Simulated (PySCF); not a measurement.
## C3H7GaN2: core ionisation energies

Species: C₃H₇GaN₂.
Numbering: `[CH2:1]=[N:2][GaH2-:3][N+:4]#[C:5][CH3:6]`

Computed, not measured: PySCF, delta-SCF UKS SCAN, pcX-2 on the ionised atom, pcseg-1 elsewhere, spin-free X2C. These are vertical core ionisation energies against the vacuum level, from separate self-consistent calculations with and without the core hole.

List the computed XPS lines with their assignment.

```tsv
atom(s)	environment	level	binding energy (eV)	above the level's lowest (eV)	count
N2	C=N nitrogen	N 1s	403.21	0.00	1
C6	methyl carbon	C 1s	293.25	+2.17	1
C1	C=N carbon	C 1s	291.08	0.00	1
```

The listed C 1s values span 2.17 eV, from C1 (bonded to N (double bond) and 2 H) to C6 (bonded to C and 3 H). Summing the Pauling electronegativity differences to the bonded atoms, each weighted by its formal bond order, gives +0.28 for the lowest site and -1.05 for the highest; the largest sum, +0.28, belongs to C1, 2.17 eV below the top. The smallest sum, -1.05, belongs to C6, 2.17 eV above the lowest.

Which photon energy gives electrons from C 1s of C1 a kinetic energy of 200 eV, and what is their de Broglie wavelength?

hν = 291.08 + 200 = 491.08 eV, recoil neglected; λ = 12.264 Å/√(E/eV) = 0.87 Å.

Give the binding energy of C 1s of C1 in hartree and in kJ/mol.

291.08 eV = 10.6970 Eh = 28085 kJ/mol.

The list is incomplete; no value stands for C 1s of C5 or N 1s of N4 (hole states with ⟨S²⟩ of 1 or more are left out). No level of gallium is listed. The structure is a single PBE0-D3(BJ)/def2-SVP conformer in the gas phase; no vibrational or solvent corrections.

On one thread, Arm Neoverse V1 (aarch64), shared host, this took 43 s and 0.58 GiB of memory at its peak.

Conformer computed: `[CH2:1]=[N:2][GaH2-:3][N+:4]#[C:5][CH3:6]`: C1–N2–Ga3–N4 1°, N2–Ga3–N4–C5 0°.
